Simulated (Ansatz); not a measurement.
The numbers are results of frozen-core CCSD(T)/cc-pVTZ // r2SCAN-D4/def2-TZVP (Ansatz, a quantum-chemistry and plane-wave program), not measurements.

Ansatz 0.2 input:
```yaml
crystal:
  periodic: [false, false, false]
  atoms:
    - { symbol: N, position_ang: [-0.722238, 1.61875, 0.031985] }
    - { symbol: Al, position_ang: [0.000062, 0.000315, -0.00007] }
    - { symbol: N, position_ang: [1.740444, -0.188817, -0.278264] }
    - { symbol: N, position_ang: [-1.018181, -1.429704, 0.246156] }
    - { symbol: H, position_ang: [-1.701689, 1.814867, 0.162075] }
    - { symbol: H, position_ang: [-0.216199, 2.482909, -0.076886] }
    - { symbol: H, position_ang: [2.386914, 0.564822, -0.447946] }
    - { symbol: H, position_ang: [2.234195, -1.066751, -0.290784] }
    - { symbol: H, position_ang: [-2.008247, -1.412879, 0.431071] }
    - { symbol: H, position_ang: [-0.695061, -2.383513, 0.222663] }
basis:
  gaussian: { orbitals: cc-pVTZ }
correlation:
  method: ccsd_t
```

Output:

```
Functional definition: HF
1207 factors; integrals over basis functions are off by at most 1.2e-3 eV
mean field evaluation 1: about -11121.9732 eV, gradient 5.7e1 eV
mean field evaluation 2: about -11122.0479 eV, gradient 5.7e1 eV
mean field evaluation 4: about -11128.2986 eV, gradient 2.9e0 eV
mean field evaluation 8: about -11128.3475 eV, gradient 1.3e-1 eV
mean field evaluation 16: about -11126.3220 eV, gradient 3.2e1 eV
mean field -11128.34755436 eV, -408.9592295579 hartree, gradient 2.8e-6 eV, S^2 0.000000; 0 other end points of the search recorded, 0 dependent functions left out
8 core orbitals not correlated
reference -11128.34755436 eV, -408.9592295579 hartree; 12, 12 occupied and 188, 188 virtual orbitals, 1207 factors
second order -19.82036930 eV of doubles, -0.00000000 eV of singles
cycle   1  -20.06995408 eV  change   -2.5e-1 eV  update   7.7e-2
cycle   2  -20.46949302 eV  change   -4.0e-1 eV  update   2.2e-2
cycle   3  -20.54822414 eV  change   -7.9e-2 eV  update   1.0e-2
cycle   4  -20.54132700 eV  change    6.9e-3 eV  update   2.3e-3
cycle   5  -20.54196089 eV  change   -6.3e-4 eV  update   1.1e-3
cycle   6  -20.54198533 eV  change   -2.4e-5 eV  update   2.6e-4
cycle   7  -20.54182664 eV  change    1.6e-4 eV  update   8.3e-5
cycle   8  -20.54181549 eV  change    1.1e-5 eV  update   2.7e-5
perturbative correction -0.75131226 eV, -0.0276102162 hartree
Total energy: -11149.64068211 eV, -409.7417375698 hartree
```

Cost: very roughly 3 core-minutes.
